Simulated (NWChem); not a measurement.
All runs are NWChem calculations. System: H3NPbS, charge 0, spin multiplicity 1, at a geometry optimised with PBE0/def2-SVP with def2 effective core potentials on Pb. The structure started from a generated list of species. Level: MP2/def2-TZVP with def2 effective core potentials on Pb, 10 core orbitals frozen.

The NWChem input:

```
start mol
memory heap 200 mb stack 800 mb global 1000 mb
geometry units angstroms nocenter noautoz
  Pb    -0.407508    -0.151390     0.000000
  N      1.019871    -1.727027     0.000000
  H      0.775098    -2.712166     0.000000
  H      2.027415    -1.598526     0.000000
  S      1.433058     1.635004     0.000000
  H      0.545149     2.653785     0.000000
  symmetry group Cs
end
basis spherical
  * library def2-tzvp
end
ecp
  Pb library def2-ecp
end
scf
  rhf
  nopen 0
  maxiter 100
  thresh 1e-7
  semidirect memsize 60000000 filesize 0
end
mp2
  freeze core 10
end
task mp2 energy
```

Output (cleaned and shortened):

```
             Northwest Computational Chemistry Package (NWChem) 7.3.0
             --------------------------------------------------------

                                NWChem Input Module
                                -------------------

 Scaling coordinates for geometry "geometry" by  1.889725989
 (inverse scale =  0.529177249)

 Turning off AUTOSYM since
 SYMMETRY directive was detected!

                             Geometry "geometry" -> ""
                             -------------------------

 Output coordinates in angstroms (scale by  1.889725989 to convert to a.u.)

  No.       Tag          Charge          X              Y              Z
 ---- ---------------- ---------- -------------- -------------- --------------
    1 Pb                  82.0000    -0.40750800    -0.15139000     0.00000000
    2 N                    7.0000     1.01987100    -1.72702700     0.00000000
    3 H                    1.0000     0.77509800    -2.71216600     0.00000000
    4 H                    1.0000     2.02741500    -1.59852600     0.00000000
    5 S                   16.0000     1.43305800     1.63500400     0.00000000
    6 H                    1.0000     0.54514900     2.65378500     0.00000000

 Effective nuclear repulsion energy (a.u.)     495.8341196881

            Nuclear Dipole moment (a.u.)
            ----------------------------
        X                 Y               Z
 ---------------- ---------------- ----------------
     0.0000585815    -0.0000226767     0.0000000000

      Symmetry information
      --------------------

 Group name             Cs
 Group number              2
 Group order               2
 No. of unique centers     6

      Symmetry unique atoms

     1    2    3    4    5    6


 Summary of "ao basis" -> "" (spherical)
 ------------------------------------------------------------------------------
       Tag                 Description            Shells   Functions and Types
 ---------------- ------------------------------  ------  ---------------------
 *                         def2-tzvp                  on all atoms

 Summary of "ao basis" -> "ao basis" (spherical)
[...]
     1   1 0 0     -1.245095      0.000000     46.204766
     1   0 1 0     -0.566364      0.000000     17.165114
     1   0 0 1      0.000000      0.000000      0.000000

     2   2 0 0    -38.096082      0.000000    174.272219
     2   1 1 0     -3.038427      0.000000     80.778731
     2   1 0 1      0.000000      0.000000      0.000000
     2   0 2 0    -35.429939      0.000000    289.642192
     2   0 1 1     -0.000000      0.000000      0.000000
     2   0 0 2    -36.213192      0.000000      0.000000

                   NWChem MP2 Semi-direct Energy/Gradient Module
                   ---------------------------------------------

  Basis functions       =    136
  Molecular orbitals    =    136
  Frozen core           =     10
  Frozen virtuals       =      0
  Active alpha occupied =     14
  Active beta occupied  =     14
  Active alpha virtual  =    112
  Active beta virtual   =    112
  Use MO symmetry       = T
  Use skeleton AO sym   = T

  AO/Fock/Back tols     =   1.0D-09  1.0D-09  1.0D-09

 GA uses MA = F    GA memory limited = T

 Available:
  local mem=  1.15D+08
 global mem=  1.31D+08
 local disk=  0.00D+00
  mp2_memr nvloc                   112
  nvloc new                   112
   1 passes of  14:        5242880                     116100                  47218132.
   1 passes of  14: M    114663573           G      131035008           F     109420693.

 Semi-direct pass number   1 of   1  for RHF alpha+beta  at        7.9s
  vrange nnbf                  8851
  mp2_eaftype                   180  avail_ma_in_mb                   999
 EAF : mp2_eaftype filesize         180   23609066.
  mp2_eaf for mointskh                    180
Node 0 wrote    111.0 Mb in      0.1 s     Agg I/O rate:  2210.0 Mb/s
 Done moints_semi at       18.5s
  mp2_eaftype                   180  avail_ma_in_mb                   819
 EAF : mp2_eaftype filesize         180   23609066.
  mp2_eaf for kh                   180
 Done maket at       19.0s
 Done multipass loop at       19.0s

          -------------------------------------------
          SCF energy                -645.635543804155
          Correlation energy          -0.786539099366
          Singlet pairs               -0.432780340796
          Triplet pairs               -0.353758758570
          Total MP2 energy          -646.422082903521
          -------------------------------------------

          ---------------------------------------------------
                    Spin Component Scaled (SCS) MP2
          Same spin pairs                     -0.235839172380
          Same spin scaling factor             0.333333333333
          Opposite spin pairs                 -0.550699926986
          Opposite spin scaling fact.          1.200000000000
          SCS-MP2 correlation energy          -0.739452969843
          Total SCS-MP2 energy              -646.374996773998
          ---------------------------------------------------

 -----------------------
 Performance information
 -----------------------

 Timer overhead =  1.89D-07 seconds/call

               Nr. of calls         CPU time (s)                 Wall time (s)                GFlops
             ---------------    -------------------     ------------------------------   -------------------
Name         Min   Avg   Max    Min     Avg     Max     Min     Avg     Max   Mx/calls   Min     Max     Sum
mp2: moin     1     1     1    11.     11.     11.      11.     11.     11.     11.      0.0     0.0     0.0
mp2: make     1     1     1   0.58    0.58    0.58     0.58    0.58    0.58    0.58      0.0     0.0     0.0
mp2: tota     1     1     1    11.     11.     11.      11.     11.     11.     11.      0.0     0.0     0.0

 The average no. of pstat calls per process was 3.00D+00
 with a timing overhead of 5.67D-07s

 Task  times  cpu:       19.0s     wall:       19.0s

 Total times  cpu:       19.1s     wall:       19.1s
```
